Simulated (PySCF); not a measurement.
Ta(55+) (tantalum, charge +55): Hartree-Fock from Schrödinger to Dirac-Coulomb-Breit

Occupied: 1s1/2, 2s1/2, 2p1/2, 2p3/2, 3s1/2, 3p1/2, 3p3/2. Hartree-Fock calculated with PySCF 2.14 in an uncontracted even-tempered set (20 s from 7 bohr⁻², ratio 2.3; 16 p from 8.4 bohr⁻², ratio 2.3), Gaussian nucleus throughout. NR is non-relativistic, sf-X2C the spin-free one-electron X2C Hamiltonian, X2C adds the bare one-electron spin-orbit term, X2C-SNSO screens it by Boettger's factors, DC is four-component Dirac-Coulomb, and the Gaunt and Breit terms are added at first order (total energies over the DC spinors, levels after relaxing the spinors in that mean field). QED terms are absent. Levels marked empty are virtual spinors of this ion; the basis has s and p functions only, so 3d, which can lie below the n = 4 levels, is absent.

```
Hamiltonian  E (hartree)  E − E(DC) (hartree)  CPU seconds
         NR  -11769.3437             793.2393         0.47
     sf-X2C  -12539.9914              22.5916         0.36
        X2C  -12557.9166               4.6665         0.36
   X2C-SNSO  -12556.8759               5.7071         0.36
         DC  -12562.5831               0.0000           17
   DC+Gaunt  -12546.6106              15.9725           28
   DC+Breit  -12548.1601              14.4230           82
```

Give the 2p spin-orbit interval with each Hamiltonian that has one.

X2C 1338; X2C-SNSO 1297; DC 1295; DC+Gaunt 1281; DC+Breit 1281 (eV).

```
   level (eV)        NR    sf-X2C       X2C  X2C-SNSO        DC  DC+Gaunt  DC+Breit
        1s1/2  -66416.1  -71752.7  -71733.4  -71734.5  -71819.9  -71579.5  -71597.5
        2s1/2  -14153.7  -15639.8  -15634.2  -15634.5  -15646.4  -15619.5  -15621.6
        2p1/2  -13737.4  -14201.9  -15154.8  -15124.0  -15130.9  -15087.3  -15091.5
        2p3/2  -13737.4  -14201.9  -13816.6  -13826.7  -13835.9  -13806.4  -13810.6
        3s1/2   -5639.1   -6084.4   -6082.7   -6082.8   -6085.7   -6079.3   -6080.0
        3p1/2   -5461.0   -5638.6   -5880.5   -5872.8   -5874.5   -5863.8   -5865.2
        3p3/2   -5461.0   -5638.6   -5539.1   -5541.7   -5543.7   -5536.4   -5537.7
4s1/2 (empty)   -2918.8   -3094.9   -3094.5   -3094.5   -3095.5   -3093.0   -3093.4
4p1/2 (empty)   -2849.1   -2927.3   -3016.6   -3013.7   -3014.4   -3010.4   -3011.0
4p3/2 (empty)   -2849.1   -2927.3   -2890.4   -2891.4   -2892.1   -2889.3   -2889.9
```

Weight of the small component: 1s1/2 0.0756, 2s1/2 0.0174, 2p1/2 0.0174, 2p3/2 0.0158, 3s1/2 0.00656, 3p1/2 0.00646, 3p3/2 0.00606, 4s1/2 0.00319, 4p1/2 0.00316, 4p3/2 0.00300.

Koopmans' value for the highest occupied level at DC+Breit: 5537.7 eV, against an ionisation energy of 5537 ± 5 eV (theoretical estimate listed by NIST; NIST Atomic Spectra Database, ionization energies); the former lacks relaxation, correlation, QED and recoil.

The whole ladder took 130 s of wall time on 1 thread of Neoverse-V2 (shared host), launched as `OMP_NUM_THREADS=1 python relrun2.py TASK.json OUT` (a driver that calls PySCF for each Hamiltonian).

Dirac-Coulomb iterations, started from the X2C spinors:

```
with_ssss True, with_gaunt False, with_breit False
light speed = 137.03599967994
init E= -12484.2175982386
cycle= 1 E= -12562.5804615367  delta_E= -78.4  |g|= 3.26  |ddm|= 0.187
cycle= 2 E= -12562.5830693262  delta_E= -0.00261  |g|= 0.0523  |ddm|= 0.0152
cycle= 3 E= -12562.5830735567  delta_E= -4.23e-06  |g|= 0.00196  |ddm|= 0.000931
cycle= 4 E= -12562.5830735633  delta_E= -6.66e-09  |g|= 9.96e-06  |ddm|= 3.34e-05
```
